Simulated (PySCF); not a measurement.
ReOCl5, SMILES [O]=[Re]([Cl])([Cl])([Cl])([Cl])[Cl], multiplicity 1. Atoms are numbered in the order given.

```xyz
7

Re     0.0000     0.0000    -0.2039
O      0.0000     0.0000    -1.8980
Cl     1.6408     1.6408    -0.0938
Cl     1.6408    -1.6408    -0.0938
Cl    -1.6408     1.6408    -0.0938
Cl    -1.6408    -1.6408    -0.0938
Cl     0.0000     0.0000     2.1678
```
Charge 0, spin multiplicity 1.

Geometry: B3LYP-D3(BJ)/def2-SVP. The spin state was assumed, not searched. The def2 effective core potentials stand for the cores of Re; spin–orbit coupling is left out.

Calculation: PySCF with CAM-B3LYP/def2-TZVP.

Computed frontier levels, gap, dipole moment and polarisability:
```
Item                                                                                                              Result
---------------------------------------------------------------------------------------------  -------------------------
highest occupied level                                                                                         -10.33 eV
lowest empty level                                                                                              -5.86 eV
orbital gap                                                                                                      4.46 eV
dipole moment                                                                                                     1.08 D
quadrupole, principal values (traceless, Buckingham form, about the centre of nuclear charge)      -5.01, 2.51, 2.51 D·Å
mean static polarisability                                                                        130.8 bohr³ (19.39 Å³)
polarisability, principal values                                                               108.5, 142.0, 142.0 bohr³
```
